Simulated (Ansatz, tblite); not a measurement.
Forces on Ga₆Sb₅H₁₈⁻, a cluster cut from wurtzite GaSb (hydrogen-capped) at its PBE-D4/def2-SVP geometry. Total charge -1; singlet.

In the def2 sets Sb takes a core potential; there is no spin–orbit coupling. The xTB rows come from tblite. Single mean-field runs in def2-TZVP are fitted with def2-universal-jkfit.

GFN1-xTB (tblite), largest force 0.65 eV/Å:

```xyz
29
positions Å, forces eV/Å
Ga   -0.767    3.244    0.070    0.040   -0.579   -0.059
Sb    1.058    1.838   -1.341   -0.205   -0.341    0.243
Sb    1.474    0.736    2.691   -0.165   -0.278   -0.427
Ga    2.738    0.628    0.319   -0.441   -0.113   -0.038
Ga    0.343    0.139   -3.317   -0.161   -0.009    0.563
Sb    2.443   -1.981   -0.270   -0.375    0.315    0.220
Sb   -2.228    1.200    1.032    0.448   -0.166   -0.155
Ga   -1.127    0.012    3.158    0.100    0.515   -0.377
Ga   -3.442   -0.424   -0.741    0.551    0.101    0.093
Sb   -1.265   -1.496   -1.908    0.297    0.263    0.307
Ga    0.060   -3.315   -0.467    0.122    0.450   -0.447
H     0.003    3.955    1.269   -0.145    0.185   -0.150
H    -1.635    4.088   -0.956    0.085    0.162    0.159
H     2.131    2.992   -2.048   -0.141   -0.128    0.071
H     1.729    2.356    3.203    0.072   -0.375    0.067
H     2.559    0.046    3.845   -0.167    0.339   -0.123
H     4.259    1.069    0.414    0.289    0.080    0.020
H    -0.514    0.955   -4.375    0.177   -0.102   -0.129
H     1.650   -0.655   -3.760   -0.123    0.121   -0.218
H     3.339   -2.164   -1.725   -0.028   -0.093    0.375
H     3.585   -2.827    0.713   -0.086    0.111   -0.372
H    -3.530    2.036    1.796    0.159   -0.119   -0.089
H    -1.500    0.734    4.523   -0.011   -0.261    0.032
H    -1.055   -1.566    3.041   -0.043    0.134    0.224
H    -4.189    0.482   -1.812   -0.166   -0.163    0.092
H    -4.212   -1.565    0.053   -0.156    0.106   -0.148
H    -1.906   -2.505   -3.153    0.073    0.116    0.168
H    -0.404   -3.388    1.046    0.079   -0.206   -0.143
H     0.405   -4.623   -1.300   -0.080   -0.066    0.241
```

PBE-D4/def2-TZVP (Ansatz), largest force 0.12 eV/Å:

```
Ga -0.010 0.020 0.007
Sb 0.038 0.024 -0.012
Sb 0.066 0.061 0.069
Ga -0.006 0.011 -0.009
Ga 0.000 -0.004 -0.019
Sb 0.102 -0.035 -0.035
Sb -0.032 0.036 0.030
Ga -0.013 -0.019 0.007
Ga -0.011 -0.002 0.004
Sb -0.006 -0.033 -0.048
Ga -0.015 -0.017 0.012
H -0.018 -0.025 -0.037
H 0.030 -0.023 0.031
H -0.076 -0.075 0.044
H -0.005 -0.113 -0.026
H -0.074 0.045 -0.077
H -0.039 -0.016 0.000
H 0.028 -0.024 0.030
H -0.037 0.025 0.019
H -0.048 0.007 0.105
H -0.078 0.056 -0.066
H 0.087 -0.055 -0.055
H 0.017 -0.018 -0.040
H -0.001 0.058 0.004
H 0.025 -0.028 0.031
H 0.018 0.028 -0.021
H 0.041 0.070 0.083
H 0.020 0.005 -0.054
H -0.004 0.042 0.023
```

PBE0-D4/def2-TZVP (Ansatz), largest force 0.43 eV/Å:

```
Ga -0.015 -0.020 -0.013
Sb 0.230 0.139 -0.054
Sb 0.284 0.201 0.257
Ga -0.063 -0.015 -0.004
Ga -0.023 0.008 0.018
Sb 0.402 -0.126 -0.099
Sb -0.184 0.139 0.156
Ga 0.000 -0.019 -0.027
Ga 0.031 0.010 0.007
Sb -0.067 -0.184 -0.200
Ga -0.015 0.019 0.018
H -0.069 -0.074 -0.118
H 0.092 -0.079 0.110
H -0.235 -0.240 0.143
H -0.054 -0.336 -0.109
H -0.238 0.123 -0.252
H -0.174 -0.052 -0.011
H 0.093 -0.088 0.101
H -0.125 0.079 0.051
H -0.188 0.040 0.300
H -0.259 0.181 -0.189
H 0.267 -0.173 -0.164
H 0.042 -0.070 -0.143
H -0.014 0.173 0.020
H 0.073 -0.096 0.108
H 0.068 0.109 -0.079
H 0.127 0.212 0.256
H 0.049 0.001 -0.167
H -0.033 0.140 0.083
```
